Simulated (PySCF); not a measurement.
C₄H₇BO, SMILES C=C1CB(C)O1.

Geometry: B3LYP-D3(BJ)/def2-SVP. The structure was generated by enumeration, and PubChem lists no compound with its InChIKey, so it may never have been made.

Two levels are set side by side: PBE/def2-TZVP (PySCF) and CAM-B3LYP/def2-TZVP (PySCF). Same geometry, gas phase. Differences are taken from unrounded values.

```csv
quantity,PBE
orbital gap (eV),4.92
highest occupied level (eV),-5.89
lowest empty level (eV),-0.97
dipole moment (D),1.46
mean polarisability (bohr³),66.1
```

Q: These are the PBE values. What does CAM-B3LYP give? (An estimate is asked for; the answer gives what the named calculation found.)

A: 
```csv
quantity,CAM-B3LYP,PBE minus CAM-B3LYP
orbital gap (eV),9.56,-4.63
highest occupied level (eV),-8.36,2.46
lowest empty level (eV),1.20,-2.17
dipole moment (D),1.62,-0.16
mean polarisability (bohr³),63.2,2.9
```

PBE's occupied levels lie high since its potential decays too fast outside the molecule; exact exchange lowers them and widens the gap. Loosely held outer electrons make PBE densities more polarisable. Differences between two approximate levels are no errors against the true value.

Rough cost on one machine, each run with all the roots and properties that it gave: CAM-B3LYP against PBE within a factor of 2.
